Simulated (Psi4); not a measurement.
H₈NSi₂ (SMILES [SiH3][NH2+][SiH3]), charge +1, singlet, geometry from GFN2-xTB; DLPNO-MP2/def2-SVP (Psi4 1.11).

Input for Psi4:
```
memory 2 GB

molecule mol {
1 1
Si    1.546864    0.580875   -0.004907
N     0.165864   -0.703530   -0.132892
Si   -1.639875   -0.186358    0.079429
H     2.732681   -0.236007   -0.226828
H     1.190773    1.493107   -1.080710
H     1.356306    1.072833    1.350816
H     0.360715   -1.438155    0.546674
H     0.252817   -1.164212   -1.038245
H    -1.791948    0.774993   -1.001774
H    -1.626414    0.354719    1.429753
H    -2.333820   -1.455807   -0.092745
}

set {
  basis def2-svp
  reference rhf
}

energy('dlpno-mp2')
print_variables()
```

Q: Write the output that Psi4 gives for this input, abridged.

A: 
```
    SCF Algorithm Type (re)set to DF.

   => Loading Basis Set <=

    Name: DEF2-SVP
    Role: ORBITAL
    Keyword: BASIS

         ---------------------------------------------------------
                                   SCF
               by Justin Turney, Rob Parrish, Andy Simmonett
                          and Daniel G. A. Smith
                              RHF Reference
         ---------------------------------------------------------

  ==> Geometry <==

    Molecular point group: c1
    Full point group: C1

    Geometry (in Angstrom), charge = 1, multiplicity = 1:

       Center              X                  Y                   Z               Mass
    ------------   -----------------  -----------------  -----------------  -----------------
         SI           1.548624352333     0.573407921148    -0.006317625289    27.976926534650
         N            0.167624352333    -0.710997078852    -0.134302625289    14.003074004430
         SI          -1.638114647667    -0.193825078852     0.078018374711    27.976926534650
         H            2.734441352333    -0.243474078852    -0.228238625289     1.007825032230
         H            1.192533352333     1.485639921148    -1.082120625289     1.007825032230
         H            1.358066352333     1.065365921148     1.349405374711     1.007825032230
         H            0.362475352333    -1.445622078852     0.545263374711     1.007825032230
         H            0.254577352333    -1.171679078852    -1.039655625289     1.007825032230
         H           -1.790187647667     0.767525921148    -1.003184625289     1.007825032230
         H           -1.624653647667     0.347251921148     1.428342374711     1.007825032230
         H           -2.332059647667    -1.463274078852    -0.094155625289     1.007825032230

  Running in c1 symmetry.

  Rotational constants: A =      0.63706  B =      0.09311  C =      0.08754 [cm^-1]
  Rotational constants: A =  19098.59711  B =   2791.36571  C =   2624.45978 [MHz]
  Nuclear repulsion =  161.934982362393782

  Charge       = 1
  Multiplicity = 1
  Electrons    = 42
  Nalpha       = 21
  Nbeta        = 21

  ==> Algorithm <==

  SCF Algorithm Type is DF.
  DIIS enabled.
  MOM disabled.
  Fractional occupation disabled.
  Guess Type is SAD.
  Energy threshold   = 1.00e-08
  Density threshold  = 1.00e-08
  Integral threshold = 1.00e-12

  ==> Primary Basis <==

  Basis Set: DEF2-SVP
    Blend: DEF2-SVP
    Number of shells: 46
    Number of basis functions: 90
    Number of Cartesian functions: 93
    Spherical Harmonics?: true
    Max angular momentum: 2

   => Loading Basis Set <=

    Name: (DEF2-SVP AUX)
    Role: JKFIT
    Keyword: DF_BASIS_SCF

  ==> Integral Setup <==

  SCF_SUBTYPE=INCORE selected. In-core MEM_DF algorithm will be used.
  Using in-core AOs.

  ==> MemDFJK: Density-Fitted J/K Matrices <==

    J tasked:                   Yes
    K tasked:                   Yes
    wK tasked:                   No
    Algorithm:                 Core
    Schwarz Cutoff:           1E-12
    Mask sparsity (%):       2.5185
    Fitting Condition:        1E-10

   => Auxiliary Basis Set <=

  Basis Set: (DEF2-SVP AUX)
    Blend: DEF2-UNIVERSAL-JKFIT
    Number of shells: 149
    Number of basis functions: 477
    Number of Cartesian functions: 563
    Spherical Harmonics?: true
    Max angular momentum: 4

  Minimum eigenvalue in the overlap matrix is 8.5489719087E-03.
  Reciprocal condition number of the overlap matrix is 1.5351854769E-03.
    Using symmetric orthogonalization.

  ==> Pre-Iterations <==

  SCF Guess: Superposition of Atomic Densities via on-the-fly atomic UHF (no occupation information).

   -------------------------
    Irrep   Nso     Nmo
   -------------------------
     A         90      90
   -------------------------
    Total      90      90
   -------------------------

  ==> Iterations <==

                           Total Energy        Delta E     RMS |[F,P]|

[...]
  @DF-RHF Final Energy:  -636.54982056630354
    Total Energy =                       -636.5498205663035378
[...]
    @Boys  976   2.1371730027639214E+02   3.158471E-10
    @Boys  977   2.1371730035703004E+02   3.773111E-10
    @Boys  978   2.1371730043011402E+02   3.419657E-10
    @Boys  979   2.1371730049235268E+02   2.912195E-10
    @Boys  980   2.1371730058483689E+02   4.327409E-10
    @Boys  981   2.1371730065186500E+02   3.136298E-10
    @Boys  982   2.1371730073813350E+02   4.036571E-10
    @Boys  983   2.1371730083042436E+02   4.318362E-10
    @Boys  984   2.1371730089578236E+02   3.058152E-10
    @Boys  985   2.1371730098325591E+02   4.092956E-10
    @Boys  986   2.1371730110238897E+02   5.574329E-10
    @Boys  987   2.1371730118703877E+02   3.960830E-10
    @Boys  988   2.1371730125775372E+02   3.308808E-10
    @Boys  989   2.1371730131405758E+02   2.634502E-10
    @Boys  990   2.1371730140532375E+02   4.270416E-10
    @Boys  991   2.1371730150881893E+02   4.842621E-10
    @Boys  992   2.1371730159040990E+02   3.817705E-10
    @Boys  993   2.1371730167305844E+02   3.867190E-10
    @Boys  994   2.1371730174219954E+02   3.235166E-10
    @Boys  995   2.1371730179628292E+02   2.530604E-10
    @Boys  996   2.1371730188730356E+02   4.258927E-10
    @Boys  997   2.1371730198543921E+02   4.591844E-10
    @Boys  998   2.1371730203972797E+02   2.540214E-10
    @Boys  999   2.1371730209563569E+02   2.615966E-10
    @Boys 1000   2.1371730219083619E+02   4.454506E-10

    Boys Localizer failed.

  ==> Forming Local MO Domains <==

    Auxiliary BFs per Local MO:
      Average =  118 AUX BFs (3 atoms)
      Min     =   48 AUX BFs (1 atoms)
      Max     =  228 AUX BFs (7 atoms)

    Projected AOs per Local MO:
      Average =   82 PAOs (9 atoms)
      Min     =   57 PAOs (7 atoms)
      Max     =   90 PAOs (11 atoms)

    Local MOs per Local MO:
      Average =   21 LMOs
      Min     =   21 LMOs
      Max     =   21 LMOs

    Screened 0 of 441 LMO pairs (0.00 %)
             0 pairs met overlap criteria
             131 pairs met energy criteria

    Screened LMO pair energy =  0.000000000000

  ==> Merging LMO Domains into LMO Pair Domains <==

    Auxiliary BFs per Local MO pair:
      Average =  177 AUX BFs (5 atoms)
      Min     =   48 AUX BFs (1 atoms)
      Max     =  270 AUX BFs (10 atoms)

    Local MOs per Local MO pair:
      Average =   21 LMOs
      Min     =   21 LMOs
      Max     =   21 LMOs

    Projected AOs per Local MO pair:
      Average =   88 PAOs (10 atoms)
      Min     =   57 PAOs (7 atoms)
      Max     =   90 PAOs (11 atoms)

    Coefficient sparsity in AO -> LMO transform:   0.00 %
    Coefficient sparsity in AO -> PAO transform:   0.00 %
    Coefficient sparsity in combined transforms:   0.00 %

    Storing transformed LMO/PAO integrals in sparse format.

  ==> Transforming 3-Index Integrals to LMO/PAO basis <==

  ==> Forming Pair Natural Orbitals <==

    Natural Orbitals per Local MO pair:
      Avg:  18 NOs
      Min:   5 NOs
      Max:  42 NOs

    PNO truncation energy = -0.000017651464

  ==> Local MP2 <==

    E_CONVERGENCE = 1.00e-06
    R_CONVERGENCE = 1.00e-06

                     Corr. Energy    Delta E     Max R
  @LMP2 iter   0:  -0.393290520740 -3.933e-01  5.637e-03
  @LMP2 iter   1:  -0.398418184204 -5.128e-03  1.722e-03
  @LMP2 iter   2:  -0.398728518143 -3.103e-04  7.145e-04
  @LMP2 iter   3:  -0.398750889228 -2.237e-05  1.355e-04
  @LMP2 iter   4:  -0.398751900817 -1.012e-06  2.348e-05
  @LMP2 iter   5:  -0.398751933726 -3.291e-08  5.526e-06
  @LMP2 iter   6:  -0.398751936394 -2.668e-09  1.502e-06
  @LMP2 iter   7:  -0.398751936535 -1.409e-10  2.552e-07

  Total DLPNO-MP2 Correlation Energy:  -0.398769587999
    MP2 Correlation Energy:            -0.398751936535
    LMO Truncation Correction:          0.000000000000
    PNO Truncation Correction:         -0.000017651464

  Variable Map:
  ----------------------------------------------------------------------------
[...]
  Array Variable Map:
  ----------------------------------------------------------------------------
[...]
[...]
```
